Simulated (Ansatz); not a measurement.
A structure drawn as `FC1([SiH3])BO1`, with this starting geometry:

```xyz
9

F     1.976   -0.556   -0.207
C     0.792    0.037    0.148
Si   -0.755   -0.828   -0.329
B     0.693    1.543    0.395
O     0.775    0.508    1.428
H    -1.949   -0.104    0.220
H    -0.796   -2.218    0.233
H    -0.907   -0.930   -1.765
H     0.171    2.550   -0.123
```

Total charge 0; spin multiplicity 1.

Question: Does it keep its bonds when Ansatz relaxes it at PBE-D4/def2-SVP and then PBE0-D4/def2-TZVP?

Answer: Yes, every drawn bond is still there and no new one forms.

Question: Give the relaxed structure. (An estimate is asked.)

Answer: Ansatz gave: 
Z-matrix (Å, degrees):
```
C
Si 1 1.886
B 1 1.517 2 130.1
F 1 1.371 2 112.6 3 -169.8
O 1 1.475 2 115.5 3 61.8
H 2 1.484 1 110.2 3 -129.5
H 2 1.483 1 108.4 3 109.8
H 2 1.484 1 107.2 3 -9.2
H 3 1.182 1 160.2 2 -92.0
```
All modes are real.

Atoms count as bonded under 1.1 times the sum of their covalent radii (H–H under 0.85 Å, pairs among N, O and F under 1.55 Å), and a drawn bond as lost past 1.3 times.
